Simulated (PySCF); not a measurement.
Species: 5-chlorovaleronitrile, C₅H₈ClN.
SMILES with atom numbers: `[N:1]#[C:2][CH2:3][CH2:4][CH2:5][CH2:6][Cl:7]` (hydrogens: H8, H9 on C3; H10, H11 on C4; H12, H13 on C5; H14, H15 on C6)

Computed by this run: PBE0-D3(BJ)/def2-SVP geometry optimisation, gas phase (PySCF 2.14.0); density fitting, grid level 2; the optimiser is geomeTRIC in internal coordinates, started from a GFN2-xTB structure.

Step 0: E = -19307.0567 eV
```
atom  x, y, z in Å  |  force x, y, z in eV/Å
N1      2.5453    1.6052    1.3442    0.604   1.663   0.732
C2      2.1642    0.6210    0.9051   -0.233  -1.142  -0.378
C3      1.6656   -0.6040    0.3337   -0.435  -0.002  -0.483
C4      0.4034   -0.3493   -0.4989   -0.057   0.027   0.736
C5     -0.7477    0.1521    0.3711   -0.057  -0.065  -0.843
C6     -2.0033    0.4326   -0.4365    0.300  -0.383   0.306
Cl7    -2.6318   -1.0643   -1.1852   -0.120  -0.106  -0.096
H8      2.4523   -1.0334   -0.2922    0.211  -0.198  -0.088
H9      1.4490   -1.3038    1.1459    0.011  -0.253   0.164
H10     0.1099   -1.2793   -0.9883   -0.075  -0.233  -0.186
H11     0.6224    0.3881   -1.2748    0.082   0.158  -0.285
H12    -0.9749   -0.5879    1.1419   -0.082  -0.168   0.294
H13    -0.4523    1.0805    0.8678    0.058   0.277   0.212
H14    -1.8060    1.1304   -1.2503    0.008   0.256  -0.196
H15    -2.8004    0.8201    0.1975   -0.214   0.168   0.110
```

Question: Estimate the geometry and energy of step 1. (The exact step hangs on the optimiser's Hessian estimate; all steps are aligned on step 0, rigid shifts and turns removed.)

Answer: E = -19307.1047 eV, largest force 0.141 eV/Å
```
atom  x, y, z in Å  |  force x, y, z in eV/Å
N1      2.5975    1.6075    1.3948    0.014   0.012   0.025
C2      2.2061    0.6210    0.9334   -0.016   0.043  -0.013
C3      1.6747   -0.5940    0.3277    0.019  -0.110   0.040
C4      0.4040   -0.3500   -0.4858   -0.016   0.046  -0.121
C5     -0.7591    0.1586    0.3498    0.026  -0.051   0.129
C6     -2.0197    0.4192   -0.4414   -0.069   0.052  -0.076
Cl7    -2.6717   -1.0730   -1.2014    0.049   0.051   0.040
H8      2.4639   -1.0301   -0.3068   -0.031   0.004   0.014
H9      1.4812   -1.3216    1.1356    0.018   0.019  -0.037
H10     0.1144   -1.2934   -0.9759    0.024   0.024   0.018
H11     0.6249    0.3709   -1.2930   -0.012  -0.046   0.022
H12    -0.9839   -0.5648    1.1544    0.012   0.047  -0.024
H13    -0.4758    1.1048    0.8479   -0.031  -0.035  -0.029
H14    -1.8423    1.1361   -1.2581   -0.015  -0.037   0.026
H15    -2.8187    0.8169    0.1997    0.029  -0.019  -0.015
```

The energy changes by -0.0480 eV. The first-order estimate −F·Δx gives -0.1020 eV and the mean of the old and new forces, exact on a quadratic surface, -0.0479 eV. The step makes an angle of 75° with the force vector and moves no atom by more than 0.073 Å.

What follows is the cost of the whole optimisation. On one thread, Arm Neoverse V2 (aarch64), no GPU (shared host), this took 36 s and 0.71 GiB of memory at its peak.
